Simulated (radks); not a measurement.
Valence configurations of the tellurium ion Te2+ (all share [Kr]). Calculated with a radial shooting solver on a logarithmic mesh with Libxc functionals: Dirac Kohn-Sham, LDA (Slater exchange, Perdew-Wang correlation), spin-unpolarised, spherical densities, finite nucleus; open shells fill j = l - 1/2 first; Fermi nuclear charge, rms radius 4.7423 fm. Energies are relative to 4d10 5s2 5p2; eigenvalues in eV.

\begin{tabular}{lrrrrrr}
valence & E (eV) & e(4d3/2) & e(4d5/2) & e(5p1/2) & e(5p3/2) & e(5s1/2) \\ \hline
4d10 5s2 5p2 & 0.000 & -61.556 & -60.072 & -23.139 & - & -32.809 \\
4d9 5s2 5p3 & 40.562 & -68.472 & -66.923 & -25.051 & -23.817 & -35.319 \\
4d9.5 5s2 5p2.5 & 19.646 & -65.017 & -63.501 & -24.107 & -22.942 & -34.079 \\
4d10 5s1 5p3 & 10.851 & -62.989 & -61.501 & -23.856 & -22.726 & -33.662 \\
4d9.5 5s1.5 5p3 & 25.236 & -65.719 & -64.200 & -24.455 & -23.274 & -34.494 \\
4d10 5s0.5 5p3.5 & 16.340 & -63.690 & -62.199 & -24.202 & -23.056 & -34.075 \\
4d8 5s2 5p4 & 86.233 & -75.369 & -73.754 & -26.882 & -25.509 & -37.721 \\
4d10 5p4 & 21.871 & -64.380 & -62.887 & -24.540 & -23.377 & - \\
4d9.5 5s0.5 5p4 & 36.538 & -67.092 & -65.569 & -25.130 & -23.915 & -35.300 \\
\end{tabular}

NIST lists [Kr] 4d10 5s2 5p2 as the ground configuration; this level of theory agrees among the configurations tried. The energies are those of spherical spin-averaged densities, not of single terms.
